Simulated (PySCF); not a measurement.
Compound: AlH2Br.
SMILES: `[H][Al]([H])[Br]`

The closed-shell ground state was solved at several levels (PySCF, density fitting, gas phase). Isolated species at its PBE0-D3(BJ)/def2-SVP geometry, gas phase. Relativistic effects, spin–orbit coupling among them, are left out although an element past zinc is present.

```csv
level,basis functions,HOMO (eV),LUMO (eV),gap (eV),dipole (D)
PBE0/pcSseg-1 (pcSseg-2 on Al),94,-8.27,-1.77,6.50,1.36
CAM-B3LYP/def2-SVPD,81,-9.59,-0.85,8.74,1.30
B3LYP/pcSseg-1 (pcSseg-2 on Al),94,-7.99,-1.95,6.04,1.27
```

What might PBE/pcSseg-1 (pcSseg-2 on Al) (94 basis functions) give for the same quantities?

HOMO -7.00 eV, LUMO -2.50 eV, gap 4.50 eV, dipole 1.16 D.

Over all these levels, which gives the widest orbital gap and which the narrowest?

CAM-B3LYP/def2-SVPD (range-separated hybrid) has the widest, 8.74 eV, and PBE/pcSseg-1 (pcSseg-2 on Al) (GGA) the narrowest, 4.50 eV. Functional and basis both differ between the two, so the spread mixes both effects.

In the pcSseg-1 (pcSseg-2 on Al) basis, how does the gap go with the fixed share of exact exchange?

PBE (0 %) 4.50 eV; B3LYP (20 %) 6.04 eV; PBE0 (25 %) 6.50 eV. Each rise in the share widens the gap here.

How far do the dipole and the HOMO energy spread over the levels?

The dipole runs from 1.16 to 1.36 D (mean 1.27 D) and the HOMO from -9.59 to -7.00 eV.
